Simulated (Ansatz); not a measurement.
`F[CH2][SnH2][SiH3]` + `F[CH2][AlH2]` → `F[CH]([AlH2])[SiH3]` + `F[CH2][SnH3]`  (formal exchange of groups at the Si–Sn bond)

Gas-phase electronic energies from Ansatz, PBE0-D4/def2-TZVP geometries. CBS: MP2 limit from def2 TZ/QZ plus the TZ coupled-cluster correction, frozen cores. def2 core potentials past Kr. For Sn outer-core shells are correlated without core-valence functions, which leaves a few kJ/mol of doubt a bond. Each species was taken in one conformer, which may not be the lowest.

```
              species  MP2/CBS(def2) energy (Eh)
 `F[CH2][SnH2][SiH3]`                 -645.05317
       `F[CH2][AlH2]`                 -382.17762
`F[CH]([AlH2])[SiH3]`                 -672.43065
       `F[CH2][SnH3]`                 -354.78427
```

(1) Work out ΔE.

Largest T1 diagnostic among the species: 0.013.

## Answers

(1) ΔE = (-672.43065) + (-354.78427) − (-645.05317) − (-382.17762) = 0.01587 Eh = +0.43 eV. CCSD(T)/CBS gives +0.41 eV.
